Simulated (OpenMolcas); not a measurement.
V2+, Nb2+, Ta2+: d³ down the group

| Property | Result |
| --- | --- |
| Program | OpenMolcas 26.06 |
| Method | SS-RASPT2, IPEA 0.25 Eh, imaginary shift 0.1 Eh |
| Basis | ANO-RCC-VQZP |
| Scalar Hamiltonian | DKH2, point nucleus |
| Spin-orbit coupling | RASSI with atomic mean-field integrals over the reference wave functions, term energies averaged over their components |

Active space for each ion: 9 electrons in 8 orbitals (RAS1 p, at most 2 holes; RAS2 d); closed shells correlated by CASPT2: V2+ 3s; Nb2+ 4s; Ta2+ 5s.

Computed levels in cm-1 above ⁴F_3/2:

| Level | V2+ | Nb2+ | Ta2+ |
| --- | --- | --- | --- |
| ⁴F_5/2 | 164 | 548 | 2880 |
| ⁴F_7/2 | 388 | 1247 | 5470 |
| ⁴F_9/2 | 668 | 2050 | 7520 |
| ²G_7/2 | 11850 | 9420 | 12510 |
| ⁴P_1/2 | 12050 | 8770 | 15090 |
| ⁴P_3/2 | 12120 | 8600 | 15740 |
| ⁴P_5/2 | 12320 | 9960 | 14830 |
| ²P_1/2 | 15380 | 10320 | 9540 |
| ²D_5/2(1) | 16670 | 13850 | 19300 |
| weight of ⁴F in the lowest level (%) | 100 | 99 | 87 |

Mixed levels, with the weight of the term that names them: Nb2+ ⁴P_1/2 (69 %), Nb2+ ⁴P_3/2 (59 %), Nb2+ ²P_1/2 (69 %), Ta2+ ⁴F_9/2 (73 %), Ta2+ ⁴P_1/2 (58 %), Ta2+ ⁴P_3/2 (53 %), Ta2+ ²P_1/2 (58 %).

Measured, with the error of the calculation in %. Measured levels: V2+ from Sugar and Corliss, J. Phys. Chem. Ref. Data 7, 1191 (1978); Nb2+ from the list in Shadmi, J. Res. Natl. Bur. Stand. 70A, 435 (1966).

| Level | V2+ | Nb2+ |
| --- | --- | --- |
| ⁴F_5/2 | 146 (+12.5) | 516 (+6.2) |
| ⁴F_7/2 | 342 (+13.6) | 1177 (+6.0) |
| ⁴F_9/2 | 584 (+14.5) | 1939 (+5.7) |
| ²G_7/2 | 11966 (-1.0) | 9236 (+2.0) |
| ⁴P_1/2 | 11514 (+4.7) | 8664 (+1.2) |
| ⁴P_3/2 | 11592 (+4.6) | 8608 (-0.1) |
| ⁴P_5/2 | 11770 (+4.7) | 9594 (+3.8) |
| ²P_1/2 | 15580 (-1.3) |  |
| ²D_5/2(1) | 16375 (+1.8) | 13094 (+5.8) |

The fine-structure level ⁴F_9/2 changes by a factor of 11.3 from V2+ to Ta2+.

Without spin-orbit coupling ²G lies 11600, 8570, 7830 cm-1 above ⁴F in that order; the difference to the level ²G_7/2, of either sign, comes from spin-orbit coupling, which also lowers the zero.

CASPT2 breaks the degeneracy within a term, and the mean is taken; among the terms shown or strongly mixed into the levels shown the widest spread is 320 cm-1 (5d³ ²G, Ta2+). Active for correlation alone: 3p; no level in the range computed is led by a configuration that opens it, so any true level of that kind is missing (holds for V2+). Active for correlation alone: 4p; no level in the range computed is led by a configuration that opens it, so any true level of that kind is missing (holds for Nb2+). The CASPT2 spread within a term exceeds the gap to the next term for 4d³ ⁴P and 4d³ ²G, so the order of their levels is uncertain (holds for Nb2+). Active for correlation alone: 5p; no level in the range computed is led by a configuration that opens it, so any true level of that kind is missing (holds for Ta2+). Measured partners are found by configuration, term and J. A level has none where our copy of the source lacks it or the pairing is in doubt (some pairs that miss far off the trend of their configuration count as doubtful), and it then counts in no deviation. Only configurations of the active space appear.

A number in round brackets counts repeated terms of one configuration in the order of the reference energies.
